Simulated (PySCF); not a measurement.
Compound: C6H5N3.
Cartesian coordinates in Å at the PBE0-D3(BJ)/def2-SVP level; atoms count from 1:
```
atom  x, y, z in Å
N1     3.3233   -1.8495   -0.2539
C2     2.3840   -1.1812   -0.1362
C3     1.2246   -0.3493    0.0106
C4     1.3669    1.0317    0.2214
C5     0.1969    1.7702    0.3556
N6    -1.0247    1.2536    0.2987
C7    -1.1604   -0.0605    0.0929
N8    -2.4312   -0.5360    0.0066
C9    -0.0458   -0.9134   -0.0582
H10    2.3496    1.4983    0.2790
H11    0.2537    2.8516    0.5237
H12   -2.6126   -1.5262    0.0583
H13   -3.1730    0.1013    0.2606
H14   -0.1707   -1.9834   -0.2291
```

Method: PBE0-D3(BJ)/def2-SVP geometry optimisation, gas phase (PySCF 2.14.0).

Masses are those of the commonest isotopes; rigid-rotor values at the optimised geometry. 

What are A, B and C (cm⁻¹)?

Ia = 138.57, Ib = 419.40, Ic = 557.86 u·Å²; 505379 MHz·u·Å²/I gives 3647, 1205 and 905.9 MHz, that is A = 0.12165, B = 0.04019, C = 0.03022 cm⁻¹.

Classify the top.

An asymmetric top: κ = (2 × 1205 − 3647 − 905.9)/(3647 − 905.9) = -0.78.

Is it planar, by Δ = Ic − Ia − Ib?

Not planar: Δ = Ic − Ia − Ib = -0.11 u·Å². For a rigid frame Δ = −2 Σ m c², so Σ m c² = 0.05 u·Å² lies off the ab plane: 0.04 from hydrogen and 0.01 from heavier atoms. The atom farthest from that plane is 0.17 Å away.

List the rotational levels J(Ka,Kc) to J = 3 (K).

Above 0(0,0), as E/k:
J = 1: 1(0,1) 0.101, 1(1,1) 0.219, 1(1,0) 0.233
J = 2: 2(0,2) 0.303, 2(1,2) 0.407, 2(1,1) 0.450, 2(2,1) 0.801, 2(2,0) 0.803
J = 3: 3(0,3) 0.602, 3(1,3) 0.688, 3(1,2) 0.774, 3(2,2) 1.105, 3(2,1) 1.111, 3(3,1) 1.728, 3(3,0) 1.728

Which types of transition are allowed, and where do some lines up to J = 4 fall?

The dipole components are |μa| = 3.86 D, |μb| = 0.95 D, |μc| = 0.50 D. The squared components, which scale the intensities, stand as 1.00 : 0.06 : 0.02 (a : b : c). Some lines, for components of 0.1 D or more:

```csv
type,branch,"J(Ka,Kc)",MHz,lower level (cm⁻¹)
a,Q,"4(2,2) ← 4(2,3)",375,1.049
b,R,"2(0,2) ← 1(1,1)",1754,0.152
a,Q,"4(1,3) ← 4(1,4)",2981,0.739
a,R,"2(1,2) ← 1(1,1)",3923,0.152
a,R,"2(0,2) ← 1(0,1)",4196,0.070
b,R,"1(1,1) ← 0(0,0)",4553,0.000
c,Q,"4(2,3) ← 4(1,3)",6332,0.838
b,R,"2(1,2) ← 1(0,1)",6365,0.070
a,R,"3(1,2) ← 2(1,1)",6765,0.313
b,Q,"3(2,1) ← 3(1,2)",7022,0.538
a,R,"4(1,4) ← 3(1,3)",7798,0.478
b,Q,"2(2,1) ← 2(1,2)",8223,0.283
a,R,"4(3,1) ← 3(3,0)",8500,1.201
b,R,"4(1,4) ← 3(0,3)",9605,0.418
c,R,"2(2,1) ← 1(1,1)",12146,0.152
c,R,"4(1,3) ← 3(0,3)",12586,0.418
c,Q,"3(3,1) ← 3(2,1)",12846,0.773
c,R,"3(2,2) ← 2(1,2)",14556,0.283
b,R,"4(2,2) ← 3(1,3)",17486,0.478
c,Q,"4(4,1) ← 4(3,1)",18088,1.485
c,R,"4(3,1) ← 3(2,1)",21347,0.773
b,R,"4(3,1) ← 3(2,2)",21475,0.768
b,R,"4(4,1) ← 3(3,0)",26588,1.201
c,R,"4(4,1) ← 3(3,1)",26590,1.201
```

No PBE0-D3(BJ)/def2-SVP frequencies stand behind this structure, so it isn't proved a minimum. Constants of a rigid frame at the computed geometry: no zero-point averaging, no centrifugal distortion. A rigid rotor knows nothing of inversion at nitrogen, which can split or shift real lines. Quadrupole hyperfine structure (14N) is left out.

Hardware: an Arm Neoverse V1 with one thread, on a shared host. Cost: 39 s of wall time. That covers the optimisation of the geometry.
